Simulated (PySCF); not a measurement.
**First hyperpolarisability: `COc1cpccp1`, C$_{5}$H$_{6}$OP$_{2}$**

Cartesian coordinates in Å; atom numbers follow the order of the lines, from 1:
```xyz
14

C    -2.6399   -0.3211   -0.3661
O    -1.7809    0.4387    0.4449
C    -0.4495    0.3110    0.2961
C     0.2934    1.1093    1.1701
P     2.0002    1.2847    1.3527
C     2.6303    0.1946    0.1516
C     1.9133   -0.6029   -0.7208
P     0.1961   -0.7983   -0.9267
H    -3.6625   -0.0678   -0.0606
H    -2.5035   -0.0805   -1.4351
H    -2.4710   -1.4037   -0.2287
H    -0.3197    1.7196    1.8456
H     3.7245    0.1472    0.0950
H     2.4912   -1.2306   -1.4120
```

Method used: PySCF 2.14.0, quadratic response PBE0/def2-SVPD first hyperpolarisability, Taylor convention, gas phase. Geometry: PBE0-D3(BJ)/def2-SVP.

Q: Give β for the processes computed.

A: In au, Taylor convention; the vector part is βᵢ = ⅓ Σⱼ (βᵢⱼⱼ + βⱼᵢⱼ + βⱼⱼᵢ); β∥ is 3/5 of the vector part along the dipole, the dipole points from − to +:
| process | λ (nm) | β vector norm | β∥ | β HRS | depolarisation ratio |
| --- | --- | --- | --- | --- | --- |
| static β(0;0,0) | ∞ | 287.5 | 119.1 | 115.6 | 5.56 |
| second harmonic β(−2ω;ω,ω) | 1064 | 367.2 | 160.0 | 146.1 | 6.08 |
| Pockels β(−ω;ω,0) | 1064 | 310.0 | 130.3 | – | – |
| second harmonic β(−2ω;ω,ω) | 800 | 470.9 | 218.8 | 186.4 | 6.56 |
| Pockels β(−ω;ω,0) | 800 | 329.8 | 140.4 | – | – |

Q: Which lowest excitations, dipole and polarisabilities go with it?

A: S1 3.95 eV (f = 0.045); S2 4.39 eV (f = 0.017); S3 4.48 eV (f = 0.074); dipole 1.49 D; isotropic α 115.7 au static, 117.7 au at 1064 nm, 119.5 au at 800 nm, 125.3 au at 532 nm, 136.6 au at 400 nm.
